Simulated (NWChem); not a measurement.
The numbers come from NWChem runs, not from measurements. System: C2H5Te, charge 0, spin multiplicity 2, at a geometry optimised with UPBE/def2-SVP with def2 effective core potentials on Te. The structure started from a generated list of species. Its SCF solution wasn't tested for a lower state. Level: UHF/def2-TZVP with def2 effective core potentials on Te.

The NWChem input:

```
start mol
memory heap 200 mb stack 900 mb global 1100 mb
geometry units angstroms nocenter noautoz noautosym
  C      1.666556    -0.143867    -0.817431
  Te    -0.013848    -0.009344     0.371552
  C     -1.426407     0.147586    -1.273679
  H      2.636573    -0.288364    -0.319440
  H      1.634284     0.229521    -1.852080
  H     -1.193474     1.048780    -1.869695
  H     -1.359487    -0.763408    -1.895354
  H     -2.438682     0.237035    -0.837496
end
basis spherical
  * library def2-tzvp
end
ecp
  Te library def2-ecp
end
scf
  uhf
  nopen 1
  maxiter 100
  thresh 1e-7
  semidirect memsize 60000000 filesize 0
  # guess.movecs holds the orbitals of an unrestricted PBE0 run
  vectors input guess.movecs output mol.movecs
end
task scf energy
```

Output (cleaned and shortened):

```
             Northwest Computational Chemistry Package (NWChem) 7.3.0
             --------------------------------------------------------

                                NWChem Input Module
                                -------------------

 Scaling coordinates for geometry "geometry" by  1.889725989
 (inverse scale =  0.529177249)

                             Geometry "geometry" -> ""
                             -------------------------

 Output coordinates in angstroms (scale by  1.889725989 to convert to a.u.)

  No.       Tag          Charge          X              Y              Z
 ---- ---------------- ---------- -------------- -------------- --------------
    1 C                    6.0000     1.66655600    -0.14386700    -0.81743100
    2 Te                  52.0000    -0.01384800    -0.00934400     0.37155200
    3 C                    6.0000    -1.42640700     0.14758600    -1.27367900
    4 H                    1.0000     2.63657300    -0.28836400    -0.31944000
    5 H                    1.0000     1.63428400     0.22952100    -1.85208000
    6 H                    1.0000    -1.19347400     1.04878000    -1.86969500
    7 H                    1.0000    -1.35948700    -0.76340800    -1.89535400
    8 H                    1.0000    -2.43868200     0.23703500    -0.83749600

 Effective nuclear repulsion energy (a.u.)     232.9667479669

            Nuclear Dipole moment (a.u.)
            ----------------------------
        X                 Y               Z
 ---------------- ---------------- ----------------
     0.0000226767    -0.0000188973    -0.0000396842


 Summary of "ao basis" -> "" (spherical)
 ------------------------------------------------------------------------------
       Tag                 Description            Shells   Functions and Types
 ---------------- ------------------------------  ------  ---------------------
 *                         def2-tzvp                  on all atoms

 Summary of "ao basis" -> "ao basis" (spherical)
 ------------------------------------------------------------------------------
       Tag                 Description            Shells   Functions and Types
 ---------------- ------------------------------  ------  ---------------------
 C                         def2-tzvp                11       31   5s3p2d1f
 Te                        def2-tzvp                16       50   6s5p3d2f
 H                         def2-tzvp                 4        6   3s1p

                                 NWChem SCF Module
                                 -----------------

  ao basis        = "ao basis"
  functions       =   142
  atoms           =     8
  alpha electrons =    21
  beta  electrons =    20
  charge          =   0.00
  wavefunction    = UHF
  use symmetry    = F
  symmetry adapt  = F

 Summary of "ao basis" -> "ao basis" (spherical)
 ------------------------------------------------------------------------------
       Tag                 Description            Shells   Functions and Types
 ---------------- ------------------------------  ------  ---------------------
 C                         def2-tzvp                11       31   5s3p2d1f
 Te                        def2-tzvp                16       50   6s5p3d2f
 H                         def2-tzvp                 4        6   3s1p

 Forming initial guess at       0.2s

 Starting SCF solution at       0.2s

 ----------------------------------------------
         Quadratically convergent UHF

 Convergence threshold     :          1.000E-07
[...]
   Bfn.  Coefficient  Atom+Function         Bfn.  Coefficient  Atom+Function
  ----- ------------  ---------------      ----- ------------  ---------------
    48      0.513200  2 Te py                42     -0.398577  2 Te py
    45      0.318129  2 Te py                51      0.286085  2 Te py

 Vector   21  Occ=0.000000D+00  E= 8.640045D-02
              MO Center=  7.7D-02,  4.2D-02,  6.4D-02, r^2= 6.6D+00
   Bfn.  Coefficient  Atom+Function         Bfn.  Coefficient  Atom+Function
  ----- ------------  ---------------      ----- ------------  ---------------
    86      2.080800  3 C  s                 50      1.127298  2 Te px
     5     -1.026365  1 C  s                133     -0.648050  7 H  s
   139     -0.566477  8 H  s                 95      0.406948  3 C  pz
    13      0.329125  1 C  py               127     -0.318602  6 H  s
    47      0.300757  2 Te px                37     -0.294467  2 Te s

 Vector   22  Occ=0.000000D+00  E= 1.041346D-01
              MO Center=  8.7D-01, -2.1D-01, -4.1D-01, r^2= 5.4D+00
   Bfn.  Coefficient  Atom+Function         Bfn.  Coefficient  Atom+Function
  ----- ------------  ---------------      ----- ------------  ---------------
    86      1.346242  3 C  s                 50      0.772329  2 Te px
   127     -0.642741  6 H  s                 13     -0.627515  1 C  py
     5     -0.546802  1 C  s                 14     -0.371054  1 C  pz
    52      0.332369  2 Te pz               139     -0.284359  8 H  s
    95      0.260239  3 C  pz                94      0.251187  3 C  py

 Vector   23  Occ=0.000000D+00  E= 1.352608D-01
              MO Center= -1.1D-01,  4.8D-02,  5.2D-02, r^2= 8.8D+00
   Bfn.  Coefficient  Atom+Function         Bfn.  Coefficient  Atom+Function
  ----- ------------  ---------------      ----- ------------  ---------------
    86      2.046730  3 C  s                  5      1.994105  1 C  s
    37     -1.843439  2 Te s                 52      1.289918  2 Te pz
   127     -0.826078  6 H  s                133     -0.801731  7 H  s
   121     -0.760644  5 H  s                 50     -0.683846  2 Te px
    93      0.557829  3 C  px                12     -0.491922  1 C  px

 center of mass
 --------------
 x =   0.00423745 y =  -0.00834650 z =   0.19434790

 moments of inertia (a.u.)
 ------------------
         205.535326277495          23.466464182430         -27.688710304275
          23.466464182430         471.046974652296           8.131174999023
         -27.688710304275           8.131174999023         282.705709145556

  Mulliken analysis of the total density
  --------------------------------------

    Atom       Charge   Shell Charges
 -----------   ------   -------------------------------------------------------
    1 C    6     6.47   0.85  1.12  0.48  0.76  0.13  1.16  1.44  0.48  0.01  0.03  0.00
    2 Te  24    23.76   0.28 -0.83  1.55  1.00  1.04  0.77 -0.51  6.47  1.09  2.07  0.68  9.09  0.92  0.11  0.03  0.00
    3 C    6     6.47   0.85  1.12  0.47  0.74  0.06  1.19  1.50  0.46  0.01  0.05  0.00
    4 H    1     0.86   0.26  0.49  0.09  0.02
    5 H    1     0.86   0.26  0.49  0.10  0.02
    6 H    1     0.86   0.26  0.48  0.10  0.02
    7 H    1     0.86   0.26  0.48  0.10  0.02
    8 H    1     0.86   0.26  0.48  0.10  0.02

  Mulliken analysis of the alpha density
  --------------------------------------

    Atom       Charge   Shell Charges
 -----------   ------   -------------------------------------------------------
    1 C    6     3.82   0.43  0.56  0.26  0.41  0.08  0.77  0.96  0.33  0.00  0.02  0.00
    2 Te  24    11.87   0.14 -0.42  0.78  0.50  0.52  0.38 -0.25  3.23  0.54  1.02  0.34  4.55  0.46  0.06  0.02  0.00
    3 C    6     3.24   0.43  0.56  0.23  0.37  0.03  0.60  0.75  0.23  0.01  0.02  0.00
    4 H    1     0.39   0.12  0.22  0.04  0.01
    5 H    1     0.39   0.12  0.22  0.04  0.01
    6 H    1     0.43   0.13  0.24  0.05  0.01
    7 H    1     0.43   0.13  0.24  0.05  0.01
    8 H    1     0.43   0.13  0.24  0.05  0.01

   Mulliken analysis of the beta density
   -------------------------------------

    Atom       Charge   Shell Charges
 -----------   ------   -------------------------------------------------------
    1 C    6     2.65   0.43  0.56  0.22  0.35  0.05  0.39  0.48  0.15  0.01  0.02  0.00
    2 Te  24    11.89   0.14 -0.42  0.78  0.50  0.52  0.39 -0.25  3.23  0.55  1.05  0.34  4.54  0.46  0.05  0.01  0.00
    3 C    6     3.23   0.43  0.56  0.23  0.37  0.03  0.60  0.75  0.23  0.01  0.02  0.00
    4 H    1     0.47   0.13  0.27  0.06  0.01
    5 H    1     0.47   0.13  0.27  0.06  0.01
    6 H    1     0.43   0.13  0.24  0.05  0.01
    7 H    1     0.43   0.13  0.24  0.05  0.01
    8 H    1     0.43   0.13  0.24  0.05  0.01

   Mulliken analysis of the spin density
   -------------------------------------

    Atom       Charge   Shell Charges
 -----------   ------   -------------------------------------------------------
    1 C    6     1.17   0.00 -0.00  0.04  0.07  0.03  0.38  0.49  0.18 -0.00 -0.00 -0.00
    2 Te  24    -0.02   0.00 -0.00  0.00 -0.00  0.00 -0.01  0.00 -0.00 -0.00 -0.02 -0.01  0.00  0.00  0.01  0.00  0.00
    3 C    6     0.00   0.00 -0.00  0.00 -0.00  0.00 -0.00 -0.00  0.00  0.00  0.00 -0.00
    4 H    1    -0.08  -0.01 -0.05 -0.02  0.01
    5 H    1    -0.07  -0.01 -0.05 -0.02  0.01
    6 H    1    -0.00   0.00  0.00 -0.00 -0.00
    7 H    1     0.00   0.00  0.00  0.00 -0.00
    8 H    1    -0.00  -0.00 -0.00 -0.00 -0.00

       Multipole analysis of the density wrt the origin
       ------------------------------------------------

     L   x y z        total         alpha         beta         nuclear
     -   - - -        -----         -----         ----         -------
     0   0 0 0      0.000000    -21.000000    -20.000000     41.000000

     1   1 0 0     -0.132012     -1.833046      0.968281      0.732753
     1   0 1 0      0.098653      0.003393     -0.399134      0.494394
     1   0 0 1     -0.429749     10.311732      8.918239    -19.659721

     2   2 0 0    -27.628375   -103.884431    -94.151682    170.407738
     2   1 1 0     -0.256285      7.448952      6.135019    -13.840256
     2   1 0 1      0.600472     -7.230949    -12.112726     19.944147
     2   0 2 0    -32.838145    -21.556402    -18.894259      7.612516
     2   0 1 1     -0.552374      1.872877      3.113614     -5.538865
     2   0 0 2    -29.383247    -66.966438    -63.755398    101.338589

 Task  times  cpu:       40.7s     wall:       40.7s

 Total times  cpu:       40.7s     wall:       40.7s
```
